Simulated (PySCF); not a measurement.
A structure optimised at r2SCAN-D4/def2-SVP, used in a PySCF frequency run:

```xyz
10

C     -1.6013     1.1500     0.0000
C     -0.2737     0.9816     0.0000
F      0.5355     2.0570     0.0000
C      0.4858    -0.2724     0.0000
C      1.8270    -0.3281     0.0000
Cl    -0.4658    -1.7330     0.0000
H     -2.0175     2.1589     0.0000
H     -2.2640     0.2864     0.0000
H      2.4008     0.6000     0.0000
H      2.3522    -1.2843     0.0000
```
Charge 0, spin multiplicity 1.

### Question
Write its SMILES, formula and point group.

### Answer
C=C(F)C(=C)Cl, C4H4ClF, Cs

### Question
What are its rotational constants (standard atomic weights)?

### Answer
4.6900, 2.2569, 1.5237 GHz
